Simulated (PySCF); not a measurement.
AlF₃, SMILES [F][Al-]([F])[F], charge -1, multiplicity 2. Atoms are numbered in the order given.

```xyz
4

Al     0.0000     0.0000     0.4077
F     -1.4216    -0.8207    -0.1963
F      0.0000     1.6415    -0.1963
F      1.4216    -0.8207    -0.1963
```
Charge -1, spin multiplicity 2.

Geometry: PBE-D3(BJ)/def2-SVPD.

Two levels are set side by side: PBE/pcH-1 (PySCF) and B3LYP/pcH-1 (PySCF). Contact hyperfine couplings, same geometry. Differences are taken from unrounded values.

| quantity | B3LYP | PBE | PBE minus B3LYP |
|---|---|---|---|
| A(iso) of 27Al, atom Al1 (MHz) | 1089.5 | 992.4 | -97.2 |
| A(iso) of 19F, atom F2 (MHz) | 400.3 | 371.1 | -29.1 |
| A(iso) of 19F, atom F3 (MHz) | 400.3 | 371.2 | -29.1 |
| A(iso) of 19F, atom F4 (MHz) | 400.3 | 371.1 | -29.1 |

Rough cost on one machine, each run with all the roots and properties that it gave: B3LYP against PBE within a factor of 2.
